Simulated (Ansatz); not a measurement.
`O[SiH]([SiH3])O[SiH3]` + `B[SiH2][SiH3]` → `B[SiH]([SiH3])O[SiH3]` + `O[SiH2][SiH3]`  (redistribution)

Gas-phase electronic energies from Ansatz, PBE0-D4/def2-TZVP geometries. CCSD(T)/CBS adds triple-zeta CCSD(T) − MP2 to the extrapolated MP2 energy (def2 sets, frozen cores). DFT in def2-TZVPP. Each species was taken in one conformer, which may not be the lowest.

(1) Is it downhill or uphill in electronic energy at CCSD(T)/CBS, and by how much? (Estimate.)

(2) What do these levels give: PBE0-D4, B2PLYP, PBE, r2SCAN, HF/def2-TZVPP, MP2/def2-TZVPP, SCS-MP2/def2-TZVPP, CCSD(T)/def2-TZVPP, HF/def2-QZVPP, MP2/def2-QZVPP, HF/CBS(def2), CCSD/CBS(def2)? (Estimate.)

Largest T1 diagnostic among the species: 0.014.

Answers

(1) Ansatz gave: Uphill: ΔE = +8.3 kcal/mol.

(2) The calculation gave: PBE0-D4 8.3, B2PLYP 8.0, PBE 8.0, r2SCAN 8.6, HF/def2-TZVPP 7.1, MP2/def2-TZVPP 8.6, SCS-MP2/def2-TZVPP 8.0, CCSD(T)/def2-TZVPP 8.5, HF/def2-QZVPP 7.1, MP2/def2-QZVPP 8.5, HF/CBS(def2) 7.1, CCSD/CBS(def2) 8.1 kcal/mol.

In def2-TZVPP, CCSD(T) changes the Hartree–Fock value by +1.3 kcal/mol (the triples alone add +0.3 kcal/mol) and MP2 by +1.4 kcal/mol.
